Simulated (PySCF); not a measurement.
**Working out the ionisation energy of Ne⁺**

Ne⁺ [He] 2s2 2p5 (2P) → Ne²⁺ [He] 2s2 2p4 (3P). Calculation: PySCF 2.14, in dyall-av3z (15s9p3d2f, 71 functions); scalar relativity by spin-free X2C-1e. Frozen: 1s2; the 14 highest virtual orbitals dropped. Energies in hartree (1 hartree = 27.21139 eV):

```
             part  Ne⁺ (lower)  Ne²⁺ (upper)
              UHF  -127.962636   -126.520070
MP2 opposite-spin    -0.159136     -0.116230
    MP2 same-spin    -0.049553     -0.036513
```

What does Hartree-Fock give?

(-126.520070) − (-127.962636) = 1.442566 hartree = 39.254 eV.

What do MP2 and SCS-MP2 (6/5 opposite-spin, 1/3 same-spin) give?

The opposite-spin parts differ by 1.168 eV and the same-spin parts by 0.355 eV. MP2: 39.254 + (1.168) + (0.355) = 40.777 eV. SCS-MP2: 39.254 + 1.2 × (1.168) + (0.355)/3 = 40.774 eV.

A first-order spin-orbit estimate adds -0.005 eV to MP2 (valence), giving 40.772 eV against 40.963 eV (measured; NIST Atomic Spectra Database, ionization energies).

What remains against the reference includes basis incompleteness, the frozen core and correlation beyond second order.
